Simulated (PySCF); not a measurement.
A structure optimised at PBE0-D3(BJ)/def2-SVP, used in a PySCF frequency run:

```xyz
18

Si     3.0881    -0.1349     0.0000
Si     0.8173     0.4507     0.0000
C     -0.1055    -0.2407    -1.5031
Si    -1.9675    -0.0286    -1.1819
Si    -1.9675    -0.0286     1.1819
C     -0.1055    -0.2407     1.5031
H      3.7870     0.3912    -1.2145
H      3.7870     0.3912     1.2145
H      3.2106    -1.6284     0.0000
H      0.6830     1.9455     0.0000
H      0.1185    -1.3186    -1.5850
H      0.2108     0.2358    -2.4444
H     -2.4416     1.2826    -1.7256
H     -2.7809    -1.1165    -1.8107
H     -2.4416     1.2826     1.7256
H     -2.7809    -1.1165     1.8107
H      0.2108     0.2358     2.4444
H      0.1185    -1.3186     1.5850
```

### Question
Write its SMILES, formula and point group.

### Answer
[SiH3][SiH]1C[SiH2][SiH2]C1, C2H12Si4, Cs

### Question
What are its rotational constants (standard atomic weights)?

### Answer
2.6694, 0.84842, 0.68553 GHz
